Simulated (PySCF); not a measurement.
CH₂O₃, SMILES O=C(O)O. Geometry optimised at PBE-D3(BJ)/def2-SVP. One conformer was computed; it need not be the lowest.

Method: PBE-D3(BJ)/def2-SVP in PySCF.

Harmonic wavenumbers (cm⁻¹): 520, 538, 589, 600, 770, 969, 1125, 1249, 1445, 1834, 3696, 3700. Rotational constants (GHz): 11.79, 11.18, 5.738; symmetry number 2.

**Question.** Work out the zero-point energy and the ideal-gas rigid-rotor harmonic-oscillator thermochemistry at 298.15 K and 1 atm.

**Answer.** ZPE = ½ Σ hcν = ½ × 17036 cm⁻¹ = 101.90 kJ/mol. H − E(el) = 114.19 kJ/mol. Entropy in J/(mol K): translation 160.22, rotation 92.84, vibration 10.64, total 263.71. G − E(el) = 35.57 kJ/mol. Cp = 58.86 J/(mol K).
